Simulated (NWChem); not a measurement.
# InH3S; SMILES [InH2][SH]

```xyz
5

In     0.0088    -0.5834     0.0000
H      1.5668    -1.3078     0.0000
H     -1.5480    -1.3165     0.0000
S      0.0525     1.8281     0.0000
H     -1.2923     1.9595     0.0000
```
Atoms are numbered in this order, from 1.

Structure relaxed at the PBE0/def2-SVP level. Not confirmed as a minimum by frequencies. def2 effective core potentials on In; no spin-orbit coupling.

Symmetry labels are those of Cs in the frame above (b1 and b2, or b-type labels, depend on it).

### Question
List the 4 lowest vertical singlet excitations from B3LYP/def2-SVPD with def2 effective core potentials on In, TDA (NWChem).

### Answer
```json
[
 {"state": "S1", "energy (eV)": "4.64", "oscillator strength": "0.046", "symmetry": "a'", "leading excitation (squared amplitude)": "HOMO → LUMO (0.91)"},
 {"state": "S2", "energy (eV)": "4.97", "oscillator strength": "0.002", "symmetry": "a\"", "leading excitation (squared amplitude)": "HOMO−1 → LUMO (0.99)"},
 {"state": "S3", "energy (eV)": "5.32", "oscillator strength": "0.032", "symmetry": "a\"", "leading excitation (squared amplitude)": "HOMO → LUMO+1 (0.99)"},
 {"state": "S4", "energy (eV)": "5.44", "oscillator strength": "0.000", "symmetry": "a\"", "leading excitation (squared amplitude)": "HOMO−2 → LUMO (1.00)"}
]
```
